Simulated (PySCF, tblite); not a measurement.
Isomers of C4H9OSi (doublet state). Level: GFN2-xTB in tblite, geometry and Hessian alike; calculated harmonic values, unscaled, isolated species. This tight-binding method is rough: wavenumbers can miss measured ones by several per cent, in bad cases by 10 to 20. Modes of hydrogen on silicon can be 10 to 20 % off. One conformer each. Open shells enter through the occupations alone, without spin polarisation, and single modes of such species can be off by tens of per cent.

Electronic energies: B3LYP/pcH-1 single points on the GFN2-xTB geometries (PySCF, gas phase).

| SMILES | electronic energy, lowest = 0 (kJ/mol) |
| --- | --- |
| [CH2]/C=C/CO[SiH3] | 29.3 |
| C/C=[C]/CO[SiH3] | 123.8 |
| C=C([CH]C)O[SiH3] | 0.0 |
| [CH2]CO[SiH]1CC1 | 119.6 |
| [H]/[C]=C\[Si@@H](O)CC | 19.8 |

Task: How do GFN2-xTB zero-point energies change the relative energies?

Result: 
```csv
SMILES,ZPE (kJ/mol),of it from modes above 1550 cm⁻¹,electronic (kJ/mol),"with ZPE, lowest = 0 (kJ/mol)",lowest mode (cm⁻¹),rings
C=C([CH]C)O[SiH3],292.2,150.8,0.0,0.0,56,0
[H]/[C]=C\[Si@@H](O)CC,301.8,172.0,19.8,29.4,36,0
[CH2]/C=C/CO[SiH3],291.8,148.9,29.3,28.9,28,0
[CH2]CO[SiH]1CC1,300.7,158.8,119.6,128.1,21,1
C/C=[C]/CO[SiH3],291.1,157.0,123.8,122.7,23,0
```

The zero-point energies span 10.7 kJ/mol, from `C/C=[C]/CO[SiH3]` to `[H]/[C]=C\[Si@@H](O)CC`. The lowest isomer stays, but the order above it changes.

Task: And how do the electronic energies of GFN2-xTB itself compare?

Result: `C=C([CH]C)O[SiH3]` 0.0; `[H]/[C]=C\[Si@@H](O)CC` 188.5; `[CH2]/C=C/CO[SiH3]` 42.7; `[CH2]CO[SiH]1CC1` 235.6; `C/C=[C]/CO[SiH3]` 128.0 kJ/mol, lowest = 0. Against the energies above, taken from the same isomer `C=C([CH]C)O[SiH3]`, the largest difference is 168.7 kJ/mol.

Task: What do entropy and thermal enthalpy add at 298.15 K and 1 bar (rigid rotor, harmonic oscillator, one conformer each)?

Result: 
| SMILES | point group | symmetry number | S (J/(mol K)) | H − H(0) (kJ/mol) | ZPE + H − H(0) − TS (kJ/mol) |
| --- | --- | --- | --- | --- | --- |
| C=C([CH]C)O[SiH3] | Cs | 1 | 386.5 | 25.60 | 202.5 |
| [H]/[C]=C\[Si@@H](O)CC | C1 | 1 | 403.6 | 27.33 | 208.8 |
| [CH2]/C=C/CO[SiH3] | C1 | 1 | 396.7 | 25.71 | 199.2 |

S holds R ln(2S + 1) for the spin.

Not tabulated: `[CH2]CO[SiH]1CC1` (lowest mode only 21 cm⁻¹); `C/C=[C]/CO[SiH3]` (lowest mode only 23 cm⁻¹).
